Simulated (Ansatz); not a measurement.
Relaxation of BF$_{2}$GaH$_{2}$ (6 atoms, charge 0, multiplicity 1), to a largest force component of 0.015 eV/Å in at most 40 steps.

Theory: Ansatz 0.2.0, RHF/def2-SVP.

```xyz
6
Properties=species:S:1:pos:R:3:forces:R:3
F 0.814 -1.636 -0.844 0.45 4.19 -0.95
B 0.611 -0.159 -0.893 -1.32 -6.58 1.47
Ga -0.740 0.760 0.419 -223.29 -192.23 -288.10
F -0.255 1.175 1.036 225.19 191.69 291.35
H 1.444 0.530 -0.429 1.85 0.28 -0.95
H -1.208 1.828 -0.486 -2.89 2.65 -2.82
```

Question: Where does it end, and by what steps?

Answer: It converged. After 16 steps the energy has fallen by 84.422 eV; H5 moved furthest, 0.90 Å. The start is strongly strained (largest force component 291 eV/Å).

```csv
step,energy less start (eV),largest force component (eV/Å),accepted
0,0.0000,291.351,yes
1,-71.7591,42.924,yes
2,-78.6035,25.460,yes
3,-82.8699,8.865,yes
4,-83.9621,1.898,yes
5,-84.2382,0.562,yes
6,-84.3301,1.285,yes
7,-84.3970,0.327,yes
8,-84.3689,1.056,no
9,-84.4140,0.304,yes
10,-84.4195,0.183,yes
11,-84.4213,0.093,yes
12,-84.4223,0.018,yes
13,-84.4224,0.017,yes
14,-84.4224,0.022,yes
15,-84.4224,0.010,no
16,-84.4225,0.001,yes
```

```xyz
6
Properties=species:S:1:pos:R:3
F 0.617 -1.511 -0.951
B 0.907 -0.251 -0.702
Ga -0.603 1.038 0.109
F -0.511 1.273 1.848
H 2.030 0.099 -0.956
H -1.774 1.850 -0.546
```

The run took 23 s on 1 thread of Arm Neoverse V2 (shared host), peak memory 0.16 GiB.
